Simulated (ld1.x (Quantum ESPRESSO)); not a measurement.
## Scattering properties, TM potential for lead (Pb)

lead (Pb), norm-conserving Troullier–Martins (Kleinman–Bylander form), made with ld1.x (Quantum ESPRESSO) 7.5 (PBE, fully relativistic). Core [Xe] 4f14 5d10, reference 6s2 6p2. Waves: 6s (bound): rc 1.95 bohr; 6p (bound): rc 2.75 bohr. Local part: all-electron potential smoothed inside 1.65 bohr (lloc = -1). Core correction: Bessel-smoothed model core, default radius (core density twice the valence density).

Open shells are filled in proportion to 2j + 1 (rel_dist='average').

The phase is arctan(r·u′/u) with u = r·R(r), unwrapped; energies in Ry, scanned from -3 to 5 Ry. A pole is an energy at which the radial function vanishes at the test radius. The pseudo phase is shifted by a multiple of π to meet the all-electron one at the reference energy, and phase errors are pseudo minus all-electron; the curves can meet again beyond the range given. Levels narrower than the energy grid can be missing from the lists of poles. n/a: not evaluated, since a narrow level or a reset projector energy made the automatic matching unsafe.

A narrow feature of the pseudo curve, probably an extra level, lies near -0.10 Ry in the p1/2 channel; the grid steps over it, so the window and error are not given (n/a).

Task: For each channel, where are the poles, and over which energies does the pseudopotential scatter like the atom?

Result:

```json
{"channel": "s", "radius (bohr)": "3.00", "reference energy (Ry)": "-0.88", "poles, all-electron": "-0.23", "poles, pseudo": "-0.23", "unbroken range about the reference energy with phases within 0.05 rad": "below 1.7", "phase error 1 Ry above the reference energy (rad)": "-0.002"}
{"channel": "p1/2", "radius (bohr)": "3.00", "reference energy (Ry)": "-0.34", "poles, all-electron": "0.78", "poles, pseudo": "0.88", "unbroken range about the reference energy with phases within 0.05 rad": "n/a", "phase error 1 Ry above the reference energy (rad)": "n/a"}
{"channel": "p3/2", "radius (bohr)": "3.00", "reference energy (Ry)": "-0.23", "poles, all-electron": "1.27", "poles, pseudo": "1.29", "unbroken range about the reference energy with phases within 0.05 rad": "n/a", "phase error 1 Ry above the reference energy (rad)": "n/a"}
```

Note: ghost states, extra bound levels that the all-electron valence spectrum of the same l lacks: s at -91.1 eV, p3/2 at -15.7 eV, d at -12.1 eV. A true bound ghost makes a file unfit for plane-wave use.

Phases in the p1/2 channel:

| E (Ry) | all-electron | pseudo |
| --- | --- | --- |
| -3.00 | 1.352 | 1.351 |
| -2.76 | 1.339 | 1.339 |
| -2.52 | 1.324 | 1.323 |
| -2.28 | 1.306 | 1.304 |
| -2.04 | 1.282 | 1.280 |
| -1.80 | 1.251 | 1.248 |
| -1.56 | 1.208 | 1.204 |
| -1.32 | 1.143 | 1.139 |
| -1.08 | 1.037 | 1.030 |
| -0.84 | 0.829 | 0.820 |
| -0.60 | 0.336 | 0.325 |
| -0.36 | -0.557 | -0.558 |
| -0.12 | -1.108 | -1.135 |
| 0.12 | -1.339 | -1.299 |
| 0.36 | -1.457 | -1.434 |
| 0.60 | -1.530 | -1.511 |
| 0.84 | -1.582 | -1.564 |
| 1.08 | -1.624 | -1.605 |
| 1.32 | -1.660 | -1.641 |
| 1.56 | -1.695 | -1.673 |
| 1.80 | -1.731 | -1.705 |
| 2.04 | -1.772 | -1.740 |
| 2.28 | -1.820 | -1.780 |
| 2.52 | -1.884 | -1.829 |
| 2.76 | -1.976 | -1.896 |
| 3.00 | -2.125 | -1.993 |
| 3.24 | -2.399 | -2.155 |
| 3.48 | -2.929 | -2.464 |
| 3.72 | -3.614 | -3.056 |
| 3.96 | -4.049 | -3.729 |
| 4.20 | -4.270 | -4.114 |
| 4.44 | -4.393 | -4.309 |
| 4.68 | -4.471 | -4.420 |
| 4.92 | -4.524 | -4.491 |
